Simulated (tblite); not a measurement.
Compound: C5H9BrCl (doublet state).
Atom-mapped SMILES: `[CH2:1][CH2:2][C@@:3]([CH3:4])([Cl:5])[CH2:6][Br:7]` (hydrogens: H8, H9 on C1; H10, H11 on C2; H12, H13, H14 on C4; H15, H16 on C6)

Computed with GFN2-xTB (tblite), gas phase: L-BFGS steps from a force-field or distance-geometry start until the largest atomic force falls under 0.01 eV/Å.

Geometry at step 5:
```
atom  x, y, z in Å
C1      2.0795    0.1840   -0.6363
C2      0.7110   -0.2989   -0.8743
C3     -0.2517   -0.2919    0.3279
C4     -1.6346   -0.7878   -0.0699
Cl5     0.3797   -1.4451    1.5659
C6     -0.3091    1.0387    1.0592
Br7    -0.9588    2.4726   -0.0794
H8      2.5759    0.7566   -1.3897
H9      2.6659   -0.1845    0.1773
H10     0.7515   -1.3402   -1.2278
H11     0.2505    0.2855   -1.6683
H12    -2.3068   -0.7924    0.7860
H13    -2.0551   -0.1503   -0.8406
H14    -1.5737   -1.8035   -0.4506
H15     0.6700    1.3635    1.4093
H16    -1.0018    1.0027    1.8999
```

**Question.** What forces act on the atoms?

**Answer.** 
| atom | Fx (eV/Å) | Fy (eV/Å) | Fz (eV/Å) |
| --- | --- | --- | --- |
| C1 | -0.049 | 0.048 | 0.062 |
| C2 | -0.103 | -0.026 | -0.026 |
| C3 | 0.062 | -0.068 | 0.121 |
| C4 | 0.031 | -0.017 | 0.032 |
| Cl5 | 0.124 | -0.070 | 0.127 |
| C6 | -0.013 | 0.147 | -0.018 |
| Br7 | -0.024 | 0.030 | -0.121 |
| H8 | 0.027 | 0.101 | -0.067 |
| H9 | -0.008 | -0.073 | 0.194 |
| H10 | -0.047 | -0.068 | -0.015 |
| H11 | -0.076 | 0.108 | -0.133 |
| H12 | 0.021 | 0.038 | 0.021 |
| H13 | -0.049 | 0.080 | -0.080 |
| H14 | 0.016 | -0.019 | -0.058 |
| H15 | 0.069 | -0.114 | -0.055 |
| H16 | 0.020 | -0.098 | 0.014 |

The largest, 0.21 eV/Å, acts on H9; the rms over all components is 0.076 eV/Å. The forces sum to zero within rounding, as they must for an isolated molecule in no field.

**Question.** Give the force on H9 in Eh/bohr and in nN.

**Answer.** 0.207 eV/Å ÷ 51.422 = 0.00403 Eh/bohr, and 0.207 eV/Å × 1.602 = 0.33 nN.

**Question.** How far is this geometry from the end of the optimisation?

**Answer.** 0.029 eV above it, and 0.077 Å rms away after alignment. The bonds farthest from their final lengths, with half the difference of the two atoms' forces along the bond (positive lengthens):

```json
{"bond": "C3–Cl5", "now (Å)": "1.806", "final (Å)": "1.811", "force along bond (eV/Å)": "+0.01"}
{"bond": "C2–H11", "now (Å)": "1.088", "final (Å)": "1.093", "force along bond (eV/Å)": "+0.07"}
{"bond": "C1–H9", "now (Å)": "1.068", "final (Å)": "1.073", "force along bond (eV/Å)": "+0.08"}
{"bond": "C4–H13", "now (Å)": "1.085", "final (Å)": "1.089", "force along bond (eV/Å)": "+0.08"}
{"bond": "C3–C4", "now (Å)": "1.522", "final (Å)": "1.519", "force along bond (eV/Å)": "+0.02"}
{"bond": "C1–H8", "now (Å)": "1.069", "final (Å)": "1.071", "force along bond (eV/Å)": "+0.08"}
```

The angle farthest from its final value is C1–C2–C3, 117.0° against 113.7°.

The cost below is that of the whole relaxation. The run took 0.29 s on one thread of an Arm Neoverse V2, no GPU, on a shared host.
